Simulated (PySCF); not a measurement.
Computed shifts of a molecule C5H5FO, KT2/pcSseg-1 run with PySCF, GIAO, gas phase, equivalent atoms averaged, in ppm (number of nuclei): ¹³C: 196.6 (1), 146.2 (1), 139.2 (1), 102.6 (1), 49.7 (1). ¹⁹F: -207.3 (1). ¹H: 10.38 (1), 7.03 (1), 6.53 (1), 3.47 (1), 3.26 (1). References: ¹⁷O against H2O (σ = 330.4 ppm); ¹³C against TMS (σ = 185.1 ppm); ¹⁹F against CFCl3 (σ = 127.1 ppm); ¹H against TMS (σ = 31.47 ppm), references at their B3LYP-D3(BJ)/def2-TZVP geometries, non-relativistic. Geometry optimised at r2SCAN-D4/def2-SVP. The values are those of a single conformer.

Task: Which molecule gave these data?
(A) C=C=CO/C=C\F
(B) O=C[C@]1(F)C=CC1
(C) C#C[C@@]1(F)CCO1
(D) F/C=C1/C=CCO1

Result: B, O=C[C@]1(F)C=CC1
